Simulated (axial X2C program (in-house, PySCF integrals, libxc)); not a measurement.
Values are calculated unless marked as measured or tabulated.
**MgBr: input and output**

Program: an axial X2C code built on PySCF integrals.

Input:
```json
{"zs": [35, 12], "q": 0, "bas": ["dyall-cv3z", "dyall-cv3z"], "levels": ["PBE0", "HF", "BP86"], "cc": true, "r0": 2.53, "thr": -2.0, "nmax": 90, "npts": 10, "nst": 2, "ntry": 6}
```
```bash
python so2c.py task.json out
```

Keys: zs atomic numbers; q charge; bas basis sets; levels methods; cc coupled cluster on or off; r0 starting distance in Å; thr threshold in hartree for freezing inner shells (an s shell follows its p shell); nmax most natural virtual spinors; npts points on the curve; nst determinants followed; ntry starts of the search. HF also brings MP2.

Output of the HF step, with spin–orbit coupling, at R = 2.368 Å for the state Ω = 1/2. It starts from PBE0 orbitals of this distance.

```
two-component X2C + atomic mean field  HF
basis functions 186  fitting functions 884  grid points 5083
iter        total energy     max residual
   1      -2803.571953945     1.95e-01
   2      -2803.591219956     4.47e-03
   3      -2803.591892007     2.48e-03
   4      -2803.591998436     8.81e-04
   5      -2803.592038756     4.34e-04
   6      -2803.592053121     1.49e-04
   7      -2803.592054961     7.72e-05
   8      -2803.592055230     2.47e-05
   9      -2803.592055264     8.01e-06
  10      -2803.592055269     1.89e-06
  11      -2803.592055269     6.21e-07
converged
one-electron -4090.15477980  Coulomb 1301.03006727  exact exchange -107.31099342  xc functional 0.00000000  nuclear repulsion 93.85744450  atomic mean-field constant -1.01379383
correlated 9  virtual 257  natural virtual 83  E(MP2) -0.181314206  MP2 remainder -0.003467336
iter   CCSD correlation   residual
   1     -0.189359839   7.17e-02
   2     -0.193155099   2.42e-02
   3     -0.193485292   7.84e-03
   4     -0.193474192   3.24e-03
   5     -0.193487074   8.63e-04
   6     -0.193487074   2.53e-04
   7     -0.193487647   8.37e-05
   8     -0.193487715   2.85e-05
   9     -0.193487526   8.87e-06
  10     -0.193487590   2.83e-06
  11     -0.193487600   8.83e-07
(T) -0.007584468  T1 0.0139  D1 0.0247  max T2 0.037
```
Energies are in hartree; totals compare only within one Hamiltonian and basis. T1 in the output is the amplitude norm over the root of the electron number; divide by √2 for the Lee–Taylor value.
